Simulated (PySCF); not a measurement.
# A survey of 31P NMR shifts

PySCF 2.14.0 with density-fitted response routines calculation with σ from GIAO-PBE0/pcSseg-1 and coordinates at the GFN2-xTB level; no relativistic terms, fast rotation and ring inversion assumed for equivalent nuclei, one computed conformer, no solvent model.

Shieldings were converted by a linear fit to measured shifts: 31P (scatter 18.1 ppm rms vs H3PO4, solution or neat liquid). A few per cent of atoms miss by over 2 rms, more outside the fitted compound classes.

Task: Give the 31P shifts of `Cc1ccpcc1`.

Result: 
```
 compound                                     environment  δ (ppm)
Cc1ccpcc1  phosphorus bonded to 2 C, in a 6-membered ring    182.7
```

Task: Match the shifts 201.5, 186.3, 115.8, -76.1, -116.4, -251.0 ppm to `Fc1cccc(F)p1`, `C#CP(C#C)CC`, `C#Cc1pc(OC)cs1`, `FC[Si@@H](P)[Si](F)(F)F`, `Cc1cccpc1`, `Pc1ccccc1`.

Result: 201.5: Cc1cccpc1 (phosphorus bonded to 2 C, in a 6-membered ring); 186.3: C#Cc1pc(OC)cs1 (phosphorus bonded to 2 C, in a 5-membered ring); 115.8: Fc1cccc(F)p1 (phosphorus bonded to 2 C, in a 6-membered ring); -76.1: C#CP(C#C)CC (phosphorus bonded to 3 C); -116.4: Pc1ccccc1 (phosphorus bonded to C, 2 H); -251.0: FC[Si@@H](P)[Si](F)(F)F (phosphorus bonded to Si, 2 H).
